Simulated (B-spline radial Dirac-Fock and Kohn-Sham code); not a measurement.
**Gd³⁺: eigenvalues, ΔSCF and the reference**

System: Gd³⁺, 1s2 2s2 2p6 3s2 3p6 3d10 4s2 4p6 4d10 4f6 5s2 5p6 6p1 (not the ground configuration).

The density-functional columns are spherical, spin-unpolarised Dirac-Kohn-Sham results without Breit or QED terms: −ε is minus the orbital energy of the initial state and ΔSCF the difference of two total energies. The reference in the last column comes from multi-electron Dirac-Fock with separately optimised hole states, Breit and Lamb-shift corrections added in first order. All numbers are from a radial finite-basis atomic code, in eV; a selection of levels is shown. The Kohn-Sham columns are given as differences from the reference. For the 1s level of heavy atoms much of the gap between ΔSCF and the reference is the Breit and QED part, -215.7 eV here; for other levels the error of the functional can be larger.

```
     level  PBE −ε − DF  PBE ΔSCF − DF  Dirac-Fock
    K (1s)       -209.4         +251.1     50289.0
   L1 (2s)       -138.1          -53.8      8435.0
L3 (2p3/2)       -111.7          -15.7      7296.5
   M1 (3s)        -71.2          -44.4      1941.1
M2 (3p1/2)        -57.4          -29.1      1746.8
M3 (3p3/2)        -56.7          -30.2      1603.4
M4 (3d3/2)        -37.1           -6.1      1271.8
M5 (3d5/2)        -37.8           -7.4      1241.4
   N1 (4s)        -35.0          -22.1       442.0
N2 (4p1/2)        -28.2          -15.5       364.8
N3 (4p3/2)        -28.1          -15.8       332.8
N4 (4d3/2)        -15.5           -3.6       204.1
N5 (4d5/2)        -15.5           -3.7       198.3
 N6,7 (4f)         -7.4           +3.0       52.46
   O1 (5s)        -10.5           -2.9       93.20
O2 (5p1/2)         -5.8           +1.2       68.20
O3 (5p3/2)         -5.8           +1.0       63.19
 P2,3 (6p)         -2.1           +0.8       21.96
```

Values without a named source are computed, but for edge energies of neutral atoms, which are taken from tables.
